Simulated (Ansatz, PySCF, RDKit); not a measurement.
Noncovalent pair: SiH4 (SMILES [SiH4]) (first 5 atoms) with CH3NO (SMILES NC=O); geometry from B3LYP-D3(BJ)/def2-TZVP, rigid monomers moved along the line of their centres of mass till Si1···O8 is 2.82 Å.
(charge 0, multiplicity 1):
```xyz
11

Si    -0.014     0.000     0.162
H      0.615     1.041     1.013
H      0.239     0.390    -1.249
H     -1.470    -0.037     0.394
H      0.621    -1.309     0.413
N      0.827     0.581     3.717
C     -0.053    -0.446     3.738
O     -0.607    -0.906     2.763
H      1.050     1.022     2.838
H      1.248     0.923     4.562
H     -0.224    -0.840     4.756
```

Monomers are frozen at their geometry in the pair; levels with a basis set take the counterpoise correction. Rows marked so take none.

Rows in 6-31G* carry no dispersion term and start afresh at each structure (6-31G* with six Cartesian d functions).

Run with Ansatz (Gaussian basis) for Hartree–Fock, density functionals and correlated methods; PySCF for 6-31G* rows, the dispersion terms; RDKit for the force fields. Each number belongs to the level named beside it.

Problem. One of these levels gives 293.4 meV for the interaction energy. Name it.
A) M06-2X/6-31G* (no counterpoise)
B) PBE0/def2-TZVPPD
C) MMFF94
D) PBE-D4/def2-TZVPPD

Solution. C, MMFF94. The others give -89.5 (PBE-D4/def2-TZVPPD), -25.3 (PBE0/def2-TZVPPD), -164.5 (M06-2X/6-31G* (no counterpoise))

Ansatz is a program for electronic structure.
